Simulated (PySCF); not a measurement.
**Correlation energy of Ni²⁴⁺ (nickel, charge +24)**

[He] 2s2, closed-shell 1S. All numbers are calculated (PySCF 2.14, the spin-free X2C one-electron Hamiltonian (Gaussian nucleus), in an even-tempered Gaussian basis (19 s from 6.5 bohr⁻², ratio 2.2; 8 p from 10 bohr⁻², ratio 2.4; 6 d from 30 bohr⁻², ratio 2.4; 5 f from 45 bohr⁻², ratio 2.4; 4 g from 68 bohr⁻², ratio 2.4)). Frozen: nothing; 4 electrons correlated; the 9 highest virtual orbitals of each spin left out.

MP2 pair energies summed by pair of shells (mhartree):

| pair | energy | share (%) |
| --- | --- | --- |
| 2s-2s | -170.60 | 73.8 |
| 1s-1s | -44.21 | 19.1 |
| 1s-2s | -16.29 | 7.0 |

Total MP2 correlation energy: -231.10 mhartree.

Same-spin part -3.90 and opposite-spin part -227.20 mhartree; SCS-MP2 scales them by 1/3 and 6/5 to -273.94 mhartree.

MP2 falls well short for the outer s pair, which is nearly degenerate with np².
